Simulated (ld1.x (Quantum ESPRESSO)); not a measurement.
Scattering properties, TM potential for I (Z = 53)

```
Element                 : I (Z = 53)
Generator               : ld1.x (Quantum ESPRESSO) 7.5
Type                    : norm-conserving Troullier–Martins (Kleinman–Bylander form)
Functional              : PBE
Relativity              : scalar-relativistic
Frozen core             : [Kr] 4d10
Valence charge          : 7
Reference configuration : 5s1.5 5p5.5
Partial waves           : 5s (bound): rc 1.45 bohr; 5p (bound): rc 1.60 bohr
Local potential         : the p channel
Core correction         : a·sin(br)/r model core inside 1.14 bohr
```

The phase is arctan(r·u′/u) with u = r·R(r), unwrapped; energies in Ry, scanned from -3 to 5 Ry. A pole is an energy at which the radial function vanishes at the test radius. The pseudo phase is shifted by a multiple of π to meet the all-electron one at the reference energy, and phase errors are pseudo minus all-electron; the curves can meet again beyond the range given. Levels narrower than the energy grid can be missing from the lists of poles.

```json
{"channel": "s", "radius (bohr)": "1.75", "reference energy (Ry)": "-1.31", "poles, all-electron": "4.58", "poles, pseudo": "none", "unbroken range about the reference energy with phases within 0.05 rad": "the whole range", "phase error 1 Ry above the reference energy (rad)": "+0.008"}
{"channel": "p", "radius (bohr)": "1.75", "reference energy (Ry)": "-0.54", "poles, all-electron": "none", "poles, pseudo": "4.15", "unbroken range about the reference energy with phases within 0.05 rad": "below 0.6", "phase error 1 Ry above the reference energy (rad)": "-0.037"}
```

Note: ghost state, extra bound levels that the all-electron valence spectrum of the same l lacks: s at -251.7 eV. A true bound ghost makes a file unfit for plane-wave use.

Phases in the s channel:

```csv
E (Ry),all-electron,pseudo
-3.00,0.924,0.933
-2.76,0.855,0.863
-2.52,0.768,0.775
-2.28,0.657,0.663
-2.04,0.517,0.522
-1.80,0.342,0.344
-1.56,0.129,0.130
-1.32,-0.109,-0.109
-1.08,-0.349,-0.348
-0.84,-0.566,-0.563
-0.60,-0.747,-0.742
-0.36,-0.892,-0.885
-0.12,-1.006,-0.997
0.12,-1.096,-1.086
0.36,-1.169,-1.157
0.60,-1.227,-1.214
0.84,-1.275,-1.262
1.08,-1.316,-1.301
1.32,-1.350,-1.335
1.56,-1.380,-1.364
1.80,-1.405,-1.389
2.04,-1.428,-1.411
2.28,-1.448,-1.430
2.52,-1.466,-1.447
2.76,-1.482,-1.463
3.00,-1.497,-1.477
3.24,-1.510,-1.490
3.48,-1.523,-1.501
3.72,-1.535,-1.512
3.96,-1.546,-1.522
4.20,-1.556,-1.532
4.44,-1.565,-1.540
4.68,-1.575,-1.548
4.92,-1.584,-1.556
```
